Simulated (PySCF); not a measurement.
## Nuclear quadrupole coupling in `FCOC1=CC[C@H]1F`

Compound: C5H6F2O.
Structure used (GFN2-xTB), in Å, numbered top down from 1:
```xyz
14
C5H6F2O angstrom
F      2.2835   -0.6438   -1.2294
C      2.2369   -0.2300    0.0803
O      1.1992   -0.8423    0.7446
C     -0.0516   -0.4226    0.4157
C     -1.2780   -0.8093    0.7641
C     -1.9598    0.2393   -0.0825
C     -0.5351    0.6448   -0.5354
F     -0.1761    1.9362   -0.2238
H      2.1537    0.8665    0.0532
H      3.1681   -0.5546    0.5562
H     -1.6666   -1.5796    1.3985
H     -2.4656    1.0247    0.4758
H     -2.6082   -0.1284   -0.8756
H     -0.3009    0.4988   -1.5938
```

Field gradients from the B3LYP/pcJ-1 density (PySCF, non-relativistic), principal values in atomic units, ordered |Vxx| ≤ |Vyy| ≤ |Vzz|:

```
atom      Vxx      Vyy     Vzz
  O3  -0.3632  -1.4553  1.8185
```

Q: Find the asymmetry η = (Vxx − Vyy)/Vzz and the couplings χ = eQV/h (234.96 MHz × Q in barn × V in au), with Q(17O) = −0.0256 b.

A: 
```csv
atom,environment,nucleus,η,χzz (MHz),χxx (MHz),χyy (MHz)
O3,ether oxygen,17O,0.60,-10.94,2.18,8.75
```

The tensor is traceless: Vxx + Vyy + Vzz = 0.

Q: What is Vzz at O3 in SI units (1 au = 9.71736 × 10²¹ V/m²)?

A: 1.8185 au = 17.671 × 10²¹ V/m².

Were the hydrogens deuterons (Q(2H) = 0.00286 b), χzz would run from 173 kHz (H9) to 228 kHz (H11).

The structure is a single GFN2-xTB conformer in the gas phase; no vibrational or solvent corrections. GFN2-xTB bond lengths can be off by several hundredths of an ångström, more for odd bonds, and the gradients follow them. With so small a basis the couplings can be 20 % off.

These values come from a run that also computed spin–spin couplings. Hardware: one thread, Intel Xeon at 2.50 GHz (x86_64), on a shared host. Cost: 3.5 min wall, 2.5 min CPU, 1.1 GiB resident at most.
